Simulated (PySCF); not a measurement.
# Polarisability and C₆ of C(2+) (carbon, charge +2)

[He] 2s1 2p1, high-spin 3P determinant (an excited configuration). Computed with PySCF 2.14 in dyall-av3z, with scalar relativity by spin-free X2C-1e. Coupled (time-dependent) response in atomic units; α is the mean over directions.

```tsv
method	mean α (bohr³)	α xx, yy, zz	C₆ (like pair)	S(−4)
UHF	2.818	3.550, 1.354, 3.550	3.442	12.62
PBE	2.849	3.552, 1.443, 3.552	3.414	14.57
PBE0	2.845	3.561, 1.413, 3.561	3.422	14.15
BLYP	2.788	3.467, 1.432, 3.467	3.324	13.81
B3LYP	2.790	3.481, 1.409, 3.481	3.334	13.59
```

S(−4) is the Cauchy moment in α(ω) = α(0) + S(−4) ω² + …

α(iu) at PBE:

```csv
u (hartree),α(iu) (bohr³)
0,2.849
0.0500,2.813
0.100,2.713
0.200,2.397
0.300,2.050
0.500,1.501
0.750,1.073
1.00,0.8042
1.50,0.4951
2.00,0.3329
3.00,0.1797
5.00,0.07828
```

A single London oscillator, α(iu) = α/(1 + u²/ω²), gives C₆ = (3/4) ω α². Matching the computed C₆ needs ω = 4 × 3.414 / (3 × 2.849²) = 0.561 hartree.

For an ion, C₆ is the dispersion term alone; charge-induced terms of lower order in 1/R come first.

The components differ because the open shell of this determinant is not spherical; for a pure term their mean is the scalar polarisability.
